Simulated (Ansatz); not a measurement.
Method: frozen-core CCSD(T)/cc-pVTZ // r2SCAN-D4/def2-TZVP (Ansatz, a first-principles code).

Ansatz 0.2 input:
```yaml
crystal:
  periodic: [false, false, false]
  atoms:
    - { symbol: B, position_ang: [1.624847, 0.44376, 0.066158] }
    - { symbol: N, position_ang: [0.514509, -0.038572, -0.225924] }
    - { symbol: C, position_ang: [-0.682765, -0.606235, -0.546742] }
    - { symbol: N, position_ang: [-1.795575, -0.011243, -0.697189] }
    - { symbol: H, position_ang: [2.661229, 0.908756, 0.340676] }
    - { symbol: H, position_ang: [-0.646281, -1.689547, -0.681856] }
    - { symbol: H, position_ang: [-1.67597, 0.993079, -0.54016] }
basis:
  gaussian: { orbitals: cc-pVTZ }
correlation:
  method: ccsd_t
```

Output:

```
Functional definition: HF
953 factors; integrals over basis functions are off by at most 1.2e-3 eV
mean field evaluation 1: about -4709.9999 eV, gradient 4.2e1 eV
mean field evaluation 2: about -4710.0039 eV, gradient 4.2e1 eV
mean field evaluation 4: about -4714.1803 eV, gradient 3.7e0 eV
mean field evaluation 8: about -4714.2468 eV, gradient 2.1e-1 eV
mean field evaluation 16: about -4714.2342 eV, gradient 1.4e0 eV
mean field -4714.24718830 eV, -173.2453887386 hartree, gradient 4.7e-6 eV, S^2 0.000000; 0 other end points of the search recorded, 0 dependent functions left out
4 core orbitals not correlated
reference -4714.24718830 eV, -173.2453887386 hartree; 10, 10 occupied and 148, 148 virtual orbitals, 953 factors
second order -17.72178775 eV of doubles, -0.00000000 eV of singles
cycle   1  -17.51449310 eV  change    2.1e-1 eV  update   1.1e-1
cycle   2  -18.03011164 eV  change   -5.2e-1 eV  update   3.4e-2
cycle   3  -18.16274293 eV  change   -1.3e-1 eV  update   1.9e-2
cycle   4  -18.14863309 eV  change    1.4e-2 eV  update   5.1e-3
cycle   5  -18.14755203 eV  change    1.1e-3 eV  update   2.7e-3
cycle   6  -18.14932237 eV  change   -1.8e-3 eV  update   8.0e-4
cycle   7  -18.14897258 eV  change    3.5e-4 eV  update   3.3e-4
cycle   8  -18.14886274 eV  change    1.1e-4 eV  update   1.2e-4
cycle   9  -18.14888911 eV  change   -2.6e-5 eV  update   4.9e-5
cycle  10  -18.14888782 eV  change    1.3e-6 eV  update   1.9e-5
perturbative correction -0.90040572 eV, -0.0330893001 hartree
Total energy: -4733.29648185 eV, -173.9454373644 hartree
```

Cost: about 50 core-seconds (a rough figure).
